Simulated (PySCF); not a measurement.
# HfCl₃⁺: breathing scan

Level of theory: PBE0 in PySCF with Hf def2-SVP with ECP60, Cl def2-SVP; scalar-relativistic core potentials, no spin–orbit coupling; density-fitted integrals.

Rigid scan from the singlet minimum (Hf–Cl 2.264 Å (×3); Cl–Hf–Cl 107.6° (×3)). Coordinate: all bonds to the central atom scaled together. Energies in kJ/mol from the minimum.

```json
{"scale of all bonds to the centre": "0.88", "E (kJ/mol)": "347.2", "dipole size (D, about the centre of mass)": "3.21"}
{"scale of all bonds to the centre": "0.92", "E (kJ/mol)": "135.7", "dipole size (D, about the centre of mass)": "3.52"}
{"scale of all bonds to the centre": "0.96", "E (kJ/mol)": "30.0", "dipole size (D, about the centre of mass)": "3.83"}
{"scale of all bonds to the centre": "1.00", "E (kJ/mol)": "0.0", "dipole size (D, about the centre of mass)": "4.11"}
{"scale of all bonds to the centre": "1.04", "E (kJ/mol)": "23.4", "dipole size (D, about the centre of mass)": "4.38"}
{"scale of all bonds to the centre": "1.08", "E (kJ/mol)": "83.5", "dipole size (D, about the centre of mass)": "4.62"}
{"scale of all bonds to the centre": "1.14", "E (kJ/mol)": "216.8", "dipole size (D, about the centre of mass)": "4.95"}
{"scale of all bonds to the centre": "1.22", "E (kJ/mol)": "434.4", "dipole size (D, about the centre of mass)": "5.30"}
{"scale of all bonds to the centre": "1.35", "E (kJ/mol)": "800.7", "dipole size (D, about the centre of mass)": "5.65"}
```

At long bonds a restricted determinant can lie too high, and another spin state can fall below this curve.

Spin–orbit coupling, left out here, can matter for elements this heavy.

Other isomers or separated fragments may lie lower.

The scan took 12 s on 2 threads of a shared Arm Neoverse V2 host; the process peaked at 0.97 GiB.
